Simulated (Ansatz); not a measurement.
Breaking a bond: SNa (cation, charge +1), lowest triplet found (which spin is the ground state isn't settled by this scan).

Levels: UKS-PBE0 = unrestricted PBE0/aug-cc-pVDZ in Ansatz (a first-principles code); UCCSD = CCSD on UHF/aug-cc-pVDZ, frozen core (Ansatz); UCCSD(T) = CCSD(T) on UHF/aug-cc-pVDZ, frozen core in Ansatz.

Energies are in kcal/mol, each relative to the lowest point of its own curve between 2.36 and 3.39 Å, where full CI is lowest.

```
R / Å  UKS-PBE0  UCCSD  UCCSD(T)
-----  --------  -----  --------
1.96       57.0   64.5      64.6
2.10          …   37.5      37.6
2.26       15.3   19.1      19.1
2.36        9.1   11.9      12.0
2.46        5.0    7.0       7.1
2.56          …    3.8       3.8
2.67          …    1.6       1.7
2.73        0.3    0.9       0.9
2.82        0.0    0.3       0.3
2.90        0.0    0.0       0.0
3.06          …    0.1       0.1
3.25        1.6    0.9       0.9
3.39        2.5    1.7       1.7
3.66        4.4    3.3       3.3
3.93          …    4.8       4.8
4.32          …    6.5       6.5
4.84        9.5    8.1       8.1
5.32       10.5    9.0       9.1
6.01       11.3    9.8       9.8
6.84       11.9   10.3      10.4
7.86       12.2   10.7      10.7
9.28       12.4   10.9      11.0
```

### Question
What belongs in the gaps?

### Answer

- 2.10, UKS-PBE0: 32.0
- 2.56, UKS-PBE0: 2.4
- 2.67, UKS-PBE0: 0.8
- 3.06, UKS-PBE0: 0.5
- 3.93, UKS-PBE0: 6.0
- 4.32, UKS-PBE0: 7.8
